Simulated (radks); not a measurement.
Results of a calculation; reference values are marked as such.
Task: Species: the samarium ion Sm57+. Configuration: [He] 2s2 2p1 (the NIST ground configuration). Code: a radial shooting solver on a logarithmic mesh with Libxc functionals. Model: Dirac Kohn-Sham, PBEsol, spin-unpolarised, spherical densities, finite nucleus; open shells are shared between the two j in proportion to 2j + 1; Fermi nuclear charge, rms radius 5.0819 fm. Some entries of the table are withheld. Estimate them.

| orbital | occ. | eigenvalue (Ry) | r(max) (bohr) |
|---|---|---|---|
| 1s1/2 | 2 | -3862.410 | 0.01447 |
| 2s1/2 | 2 | -929.5943 | (1) |
| 2p1/2 | 0.333333 | (2) | (3) |
| 2p3/2 | 0.666667 | (4) | (5) |
| 3s1/2 | 0 | -397.6813 | 0.2069 |
| 3p1/2 | 0 | (6) | (7) |
| 3p3/2 | 0 | (8) | (9) |

Result: 
(1) 2s1/2 r(max) (bohr): 0.08002
(2) 2p1/2 eigenvalue (Ry): -915.3932
(3) 2p1/2 r(max) (bohr): 0.06007
(4) 2p3/2 eigenvalue (Ry): -865.3311
(5) 2p3/2 r(max) (bohr): 0.06533
(6) 3p1/2 eigenvalue (Ry): -393.0651
(7) 3p1/2 r(max) (bohr): 0.1909
(8) 3p3/2 eigenvalue (Ry): -378.6303
(9) 3p3/2 r(max) (bohr): 0.1998
